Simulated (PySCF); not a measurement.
**Dipole moment and polarisability of `CC(C)[C@H]([SiH3])C=O`**

Species: C₅H₁₂OSi.
Numbering: `[CH3:1][CH:2]([CH3:3])[C@H:4]([SiH3:5])[CH:6]=[O:7]` (hydrogens: H8, H9, H10 on C1; H11 on C2; H12, H13, H14 on C3; H15 on C4; H16, H17, H18 on Si5; H19 on C6)

Geometry (GFN2-xTB, Å), atoms numbered from 1 in this order:
```
atom  x, y, z in Å
C1    -1.7362    0.9785   -0.4119
C2    -0.6913    0.1424    0.3290
C3    -1.2262   -1.2668    0.5632
C4     0.6178    0.1336   -0.4647
Si5    2.0194   -0.9380    0.3199
C6     1.2063    1.4854   -0.5822
O7     1.8733    1.8885   -1.5000
H8    -1.3636    1.9830   -0.6021
H9    -1.9795    0.5191   -1.3681
H10   -2.6500    1.0559    0.1738
H11   -0.5007    0.6106    1.3023
H12   -1.3181   -1.7989   -0.3813
H13   -2.2091   -1.2207    1.0271
H14   -0.5663   -1.8325    1.2167
H15    0.4446   -0.2608   -1.4703
H16    3.2919   -0.5928   -0.3029
H17    1.7083   -2.3477    0.0816
H18    2.0458   -0.6587    1.7576
H19    1.0240    2.1292    0.3048
```

Level: PBE0/def2-SVPD (PySCF), static field, nuclei fixed, core orbitals frozen in the response. The polarisability tensor in these axes (au):

```
x   97.20 -0.98 -3.14
y   -0.98 92.75 -7.35
z   -3.14 -7.35 81.93
```

What are the eigenvalues, a third of the trace, and Δα (Δα² = ½Σ(αi − αj)² over the three pairs)?

Principal values 77.67, 96.28 and 97.94 au; mean 90.63 au = 13.43 Å³ = 14.94 × 10⁻⁴⁰ C²·m²/J; Δα = 19.49 au (22 % of the mean).

What is the dipole moment, and where does it point?

(-2.03, -1.64, 1.92) D, 3.24 D in size, pointing from the negative to the positive side. Measured along this direction, the outermost atoms are O7 at the negative end and H13 at the positive end.

What depolarisation ratio follows for Rayleigh scattering of linearly polarised light, taking the static tensor?

ρ = 3Δα²/(45ᾱ² + 4Δα²) = 1139.9/(369603 + 1519.9) = 0.00307.

Estimate the molar refractivity from the static electronic polarisability.

Lorentz–Lorenz: R = (4π/3)N_A α = 2.5225 cm³/(mol·Å³) × 13.43 Å³ = 33.9 cm³/mol, in the limit of long wavelengths.

What would n − 1 = 2πNα be for an ideal gas of these molecules at 500 K and 1 atm, electronic part alone?

N = p/kT = 1.4678 × 10¹⁹ cm⁻³, so n − 1 = 2π × N × 13.43 × 10⁻²⁴ cm³ = 1239 × 10⁻⁶ at long wavelengths.

In TDDFT the mean static polarisability is Σ f/ω² over all singlet excitations (ω in hartree). How much of it do the 8 lowest give? Their energies (eV) and oscillator strengths: 4.19, 0.0020; 6.64, 0.0510; 6.84, 0.0761; 7.20, 0.0218; 7.27, 0.0172; 7.39, 0.0081; 7.40, 0.0042; 7.65, 0.0047.

They add up to 2.93 au, 3.2 % of the 90.63 au; the largest single term is 1.21 au, from the state at 6.84 eV. Terms in order: 0.08, 0.86, 1.21, 0.31, 0.24, 0.11, 0.06, 0.06 au. Higher excitations give the rest. The strengths listed sum to 0.185.

Geometry: GFN2-xTB, one conformer, isolated molecule.
